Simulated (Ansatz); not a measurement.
Cost and result for the atomization energy of `[CH2][GeH]([CH3])[CH3]` radical (13 atoms, 12 bonds).

```xyz
13

C     0.731   -1.143    1.420
Ge    0.371   -0.253   -0.250
C    -1.458   -0.643   -0.822
C     0.645    1.672   -0.043
H     1.464   -0.772    2.129
H     0.243   -2.071    1.701
H     1.351   -0.777   -1.331
H    -2.171   -0.265   -0.088
H    -1.665   -0.172   -1.784
H    -1.605   -1.719   -0.926
H     1.664    1.881    0.288
H    -0.049    2.075    0.697
H     0.479    2.186   -0.991
```

Charge 0, multiplicity 2. Correlated methods include outer-core shells of Ge, which these sets cover unevenly. Scalar relativity is left out up to krypton. The structure was optimised at the PBE0-D4/def2-TZVP level. Program: Ansatz. All runs use 2 threads of an AMD EPYC 7R13 on a shared host and a share of an NVIDIA H100 80 GB. Times are those of one run each, without the atoms' runs, and a repeat can differ threefold. Electronic energies, without spin–orbit coupling; frozen cores. CCSD(T)/CBS adds CCSD(T) − MP2 in def2-TZVPP to the MP2 limit, and its time is that of the two runs behind it. T1 = 0.011; ⟨S²⟩ of the reference is 0.76. With those shells the extrapolation isn't a true limit. B3LYP takes the VWN-RPA correlation (the form of Gaussian; ORCA's B3LYP/G). HSE06 is the plane-wave form, built on full-range PBE exchange.

CCSD(T)/CBS is a level of theory with its own doubt, some kJ/mol a heavy atom from the limit and from the frozen cores, so smaller differences don't rank the functionals.

```
                             level  functions  wall time  atomization (kcal/mol)  difference from CCSD(T)/CBS  per bond
 B3LYP-D4/def2-TZVPP (with forces)        267       17 s                  1092.6                         -1.6      -0.1
                 B97M-V/def2-TZVPP        267       20 s                  1097.8                          3.6       0.3
              revPBE-D4/def2-TZVPP        267       21 s                  1081.9                        -12.3      -1.0
               HSE06-D4/def2-TZVPP        267       21 s                  1096.0                          1.8       0.1
           CAM-B3LYP-D4/def2-TZVPP        267       23 s                  1097.2                          3.0       0.2
r2SCAN-D4/def2-TZVPP (with forces)        267       23 s                  1098.9                          4.7       0.4
                PBE0-D4/def2-TZVPP        267       23 s                  1095.6                          1.4       0.1
                    MP2/def2-QZVPP        530       28 s                  1087.1                         -7.1      -0.6
                 B2PLYP/def2-TZVPP        267       31 s                  1082.2                        -12.0      -1.0
  ωB97M-V/def2-TZVPP (with forces)        267       36 s                  1091.6                         -2.6      -0.2
                  CCSD(T)/def2-SVP        119       38 s                  1042.4                        -51.8      -4.3
                CCSD(T)/def2-TZVPP        267       56 s                  1075.0                        -19.2      -1.6
                 CCSD(T)/CBS(def2)          –       84 s                  1094.2                          0.0       0.0
```

The D4 term adds +8.8 kcal/mol with B3LYP and +4.7 kcal/mol with PBE0; it sums over pairs of atoms, weighted by their polarisabilities, and B3LYP, whose exchange is more repulsive, gets the larger term. In def2-TZVPP, CCSD(T) changes the Hartree–Fock value by +241.8 kcal/mol (the triples alone add +11.0 kcal/mol) and MP2 by +242.8 kcal/mol; breaking electron pairs costs correlation energy, which Hartree–Fock lacks. From BLYP to BHLYP (50 % exact exchange), in def2-TZVPP and without D4, the atomization energy moves by −2.9 kcal/mol: exact exchange takes away binding that semilocal exchange gives to molecules.
